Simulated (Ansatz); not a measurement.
The cluster Cd₄O₄⁻. The state is a doublet with charge -1. Geometry PBE-D4/def2-SVPD, basis def2-TZVPD, Ansatz.

Cartesian coordinates in Å:
```
Cd 2.154 4.092 2.400
Cd 1.322 2.569 -0.723
Cd -0.417 -0.790 -0.464
Cd 0.294 1.064 2.762
O 0.315 0.838 0.451
O -2.130 -1.866 -1.464
O -1.414 -3.019 -1.717
O -0.124 -2.887 -1.245
```

```tsv
run	HOMO (eV)	LUMO (eV)
A	-1.31	-0.53
B	-0.91	-0.75
C	-2.44	3.87
D	-1.21	-1.04
E	-0.99	-0.83
```

In the def2 sets Cd takes a core potential; there is no spin–orbit coupling. The structure holds 2 bonds between oxygen atoms, so isomers without such links may lie far lower. Another isomer (doublet) lies 1.02 eV lower at PBE0-D4/def2-TZVPD; other spin states weren't run for this one.

HOMO and LUMO are taken over both spins.

Task: The runs used HF, LDA (SPW92), PBE, PBE0, r2SCAN. Estimate which is which.

Result: A PBE0 (25 % exact exchange); B PBE (0 % exact exchange); C HF (100 % exact exchange); D LDA (SPW92) (0 % exact exchange); E r2SCAN (0 % exact exchange). Exact exchange lowers occupied and raises empty levels; among semilocal functionals meta-GGAs tend to open the gap a little, and such runs are hard to tell apart. The gap grows from 0.16 eV (r2SCAN) to 6.31 eV (HF).
